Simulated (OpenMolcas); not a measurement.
Tc4+: moving or changing the point charges

Tc4+ among 6 point charges of -1.7 e arranged as an octahedron (Oh), 2.24 Å from the ion.

```json
{
 "Program": "OpenMolcas",
 "Method": "CASSCF",
 "Basis": "ANO-RCC-VDZP [6s5p3d1f]",
 "Scalar Hamiltonian": "DKH2, point nucleus",
 "Active space": "3 electrons in 5 orbitals (4d)",
 "State averaging": "2S+1 = 4 even, 10 roots; 2S+1 = 2 even, 40 roots",
 "Spin-orbit coupling": "RASSI with atomic mean-field integrals over the reference wave functions"
}
```

Runs around this geometry, states (labels of O, the rotations of Oh). Energies in cm-1 above the lowest state or level, χT in cm3 K/mol; 10Dq and B are least-squares fits to the states below 45000 cm-1, weighted by degeneracy, with a free offset, and given where the rms deviation is under 5 % of |10Dq| (or 100 cm-1) and under 700 cm-1.

| R (Å) | q (e) | Ground state | First state of that spin | 10Dq | B (rms of fit) | First gap with spin-orbit (degeneracies) | χT at 300 K | First state of another spin |
| --- | --- | --- | --- | --- | --- | --- | --- | --- |
| 2.24 | -0.85 | 4A2 | 4T2 2295 | 2363 | 904 (32) | 2221 (4, 4) | 0.556 | 2E 16089 |
| 2.11 | -1.7 | 4A2 | 4T2 6053 | 6259 | 901 (80) | 5900 (4, 2) | 1.154 | 2E 16636 |
| 2.24 | -1.7 | 4A2 | 4T2 4529 | 4682 | 903 (62) | 4415 (4, 4) | 0.974 | 2E 16503 |

Taking |10Dq| as R^-n, n = -ln(4682 / 6259) / ln(2.24 / 2.11) = 4.9 between the shortest and longest distance. The point-charge formula for a cubic d site gives n = 5.

Scaling the charges by -0.85 / -1.7 = 0.50 scales |10Dq| by 2363 / 4682 = 0.50; with fixed orbitals a first-order splitting would follow the charge.

Without dynamic correlation the repulsion within the d shell is too large (B by tens of per cent), so at a given field states of lower spin stand too high. This field is weak: 10Dq is about 2363 cm-1, while octahedral complexes of 4d ions of charge 3 and more, computed by the same method with explicit ligands, had a median near 25000 cm-1. Ground spin and moment need not be those of a real site (figures for R = 2.24, q = -0.85; the like holds for R = 2.11, q = -1.7, R = 2.24, q = -1.7). The ground term spreads over less than 5000 cm-1, several times less than with real ligands, so orbital moments are less quenched and χT lies further from the spin-only value than at real sites (holds for R = 2.24, q = -0.85). This is an electrostatic model: the charges have no orbitals. No measured value stands beside these numbers.
